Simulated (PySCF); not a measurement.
One molecule, one basis, several functionals.

Compound: C₂H₃B₂F₂N.
SMILES with atom numbers: `[NH2:1][BH:2][C:3]#[C:4][B:5]([F:6])[F:7]` (hydrogens: H8, H9 on N1; H10 on B2)

Torsions of this conformer, `[NH2:1][BH:2][C:3]#[C:4][B:5]([F:6])[F:7]`: H–N1–B2–C3 180°, H–N1–B2–C3 0°.

PySCF, pcSseg-2 basis, density fitting, gas phase, PBE0-D3(BJ)/def2-SVP geometry. One functional is left out:

```
functional  exact exchange (%)  HOMO energy (eV)  LUMO energy (eV)  dipole moment (D)
     B97-D                   0             -6.99             -2.12              3.489
      OPBE                   0             -7.03             -2.13              3.506
       PBE                   0             -7.06             -2.27              3.547
     B3LYP                  20             -8.05             -1.58              3.549
  mPW1PW91                  25             -8.32             -1.37              3.553
```

**Question.** Predict the row of B97-2 (21 % exact exchange) by straight lines through the other rows, and check it.

**Answer.** 
```tsv
property	line	computed	computed − line	B3LYP (20 %), for comparison
HOMO energy (eV)	-8.11	-8.02	+0.09	-8.05
LUMO energy (eV)	-1.52	-1.37	+0.15	-1.58
dipole moment (D)	3.548	3.523	-0.025	3.549
```

**Question.** Which of these properties follows the share of exact exchange most closely, and which least?

**Answer.** Most closely the HOMO energy, least the dipole moment; the correlations over the tabulated rows are HOMO energy -0.999, LUMO energy 0.987, dipole moment 0.692. The HOMO energy moves by -0.515 eV for every 10 %. Functionals with the same share still differ in their other parts: at 0 % B97-D and PBE differ by 0.07 eV in it.
